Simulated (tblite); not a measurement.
Parent: `[CH2:1]=[CH:2]/[P:3]=[CH:4]/[CH3:5]` with C1–C2–P3–C4 180°, C4H7P.

The geometries are computed with GFN2-xTB (gas phase). One conformer each, not checked by frequencies here.

```json
{"coordinate of the parent": "C1=C2", "value": "1.327 Å"}
{"coordinate of the parent": "C2–P3", "value": "1.811 Å"}
{"coordinate of the parent": "P3=C4", "value": "1.678 Å"}
{"coordinate of the parent": "C4–C5", "value": "1.488 Å"}
{"coordinate of the parent": "C1–C2–P3", "value": "122.3°"}
{"coordinate of the parent": "C2–P3–C4", "value": "99.8°"}
{"coordinate of the parent": "P3–C4–C5", "value": "123.5°"}
```

How does the shared frame change in `[CH3:1]/[CH:2]=[P:3]/[CH2:4][S:5][CH3:6]` with C2–P3–C4–S5 -45°, P3–C4–S5–C6 -64°, C4H9PS? Atoms pair as C2 = C4, P3 = P3, C4 = C2, C5 = C1 (parent first).

```json
{"parent": "C2–P3", "relative": "C4–P3", "value in the relative": "1.882 Å", "change": "+0.071"}
{"parent": "P3=C4", "relative": "P3=C2", "value in the relative": "1.672 Å", "change": "-0.006"}
{"parent": "C4–C5", "relative": "C2–C1", "value in the relative": "1.487 Å", "change": "-0.001"}
{"parent": "C2–P3–C4", "relative": "C4–P3–C2", "value in the relative": "100.5°", "change": "+0.7"}
{"parent": "P3–C4–C5", "relative": "P3–C2–C1", "value in the relative": "123.6°", "change": "+0.1"}
```

Of the parent's bonds, C2–P3 changes most (+0.071 Å). Bonds of the relative outside the shared frame: C4–S5 1.817, S5–C6 1.811 Å. Point group Cs → C1.

How does the shared frame change in `[CH3:1]/[CH:2]=[P:3]/[N:4]([CH3:5])[CH2:6][CH3:7]` with C2–P3–N4–C5 4°, P3–N4–C6–C7 92°, C5H12NP? Atoms pair as P3 = P3, C4 = C2, C5 = C1 (parent first).

```csv
parent,relative,value in the relative,change
P3=C4,P3=C2,1.675 Å,-0.003
C4–C5,C2–C1,1.495 Å,+0.007
P3–C4–C5,P3–C2–C1,121.1°,-2.4
```

Of the parent's bonds, C4–C5 changes most (+0.007 Å). Bonds of the relative outside the shared frame: P3–N4 1.693, N4–C5 1.441, N4–C6 1.447, C6–C7 1.527 Å. Point group Cs → C1.
